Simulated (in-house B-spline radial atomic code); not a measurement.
Atomic self-consistent-field run: the krypton ion Kr⁶⁺ (an excited or competing configuration). Computed with a B-spline radial code for spherical atoms: Dirac-Hartree-Fock, average of configuration, Fermi nucleus of rms radius 4.1884 fm.

Command:
```bash
python run_scf.py task.json out
```
Settings (nuclear radius in fm, mass in u):
```
Z                36
configuration    [Ar] 3d10 4s1 4d1
hamiltonian      dirac
method           hf
spin_polarised   False
nucleus          fermi
rms_radius       4.1884
atomic_mass      83.9115
speed_of_light   137.035999084
```

Output (hartree, bohr):
```
 radial grid: 67 intervals, B-splines of order 8, outer radius 15.5224 bohr

 iter        energy (Eh)    residual
    1      -2765.4866766    7.34e-01
    2      -2773.6803819    5.78e-01
    3      -2777.4196950    1.38e-01
    4      -2777.6579970    3.08e-02
    5      -2777.6667105    1.67e-02
    6      -2777.6705522    4.98e-04
    7      -2777.6705563    5.41e-05
    8      -2777.6705564    3.47e-06
    9      -2777.6705564    2.34e-07

 total energy                    -2777.670556
 kinetic                           2853.63493
 electron-nucleus                 -6607.51789
 electron-electron                  976.21240

 first-order corrections (not in the total)
   Gaunt                            1.57204
   retardation                     -0.15041
   frequency dependence            -0.00725
   self-energy                      1.05635
   Uehling                         -0.10884
   Wichmann-Kroll                   0.00123
   recoil                           0.01316

 orbital      occ     eigenvalue          <r>       <r^2>       <1/r>     <1/r^2>       r_max    small
 1s1/2      2.000     -533.38815    0.0414681  0.00231648     36.7703     2816.38     0.02708  1.71e-02
 2s1/2      2.000      -75.68463     0.182656   0.0394084     8.25838     296.542       0.154  3.42e-03
 2p1/2      2.000      -68.49058     0.157355   0.0303958     8.19186     95.6983      0.1212  3.39e-03
 2p3/2      4.000      -66.49361     0.161286   0.0318071     7.91092      85.427      0.1245  3.30e-03
 3s1/2      2.000      -14.74784     0.526386    0.317904     2.72444     49.3838      0.4659  8.35e-04
 3p1/2      2.000      -12.13995     0.530043    0.327779     2.60585     15.6077      0.4576  7.81e-04
 3p3/2      4.000      -11.83146     0.539562    0.339424      2.5421     14.0109       0.466  7.61e-04
 3d3/2      4.000       -7.31351      0.54166    0.356623     2.30655     6.88155      0.4105  6.47e-04
 3d5/2      6.000       -7.26227     0.545238    0.361198     2.28942      6.7645      0.4132  6.41e-04
 4s1/2      1.000       -4.06530      1.36903     2.10038    0.972485     7.82721       1.249  1.74e-04
 4d3/2      0.400       -2.36584      1.84702      3.8606    0.694943    0.911119       1.661  1.03e-04
 4d5/2      0.600       -2.36055      1.85208     3.88165    0.693113    0.903809       1.667  1.03e-04
```

Cost of the run: 0.9 s on 1 thread of Arm Neoverse V2, with other jobs on the host.

For the Dirac Hamiltonian the kinetic term is c α·p + (β - 1)c².
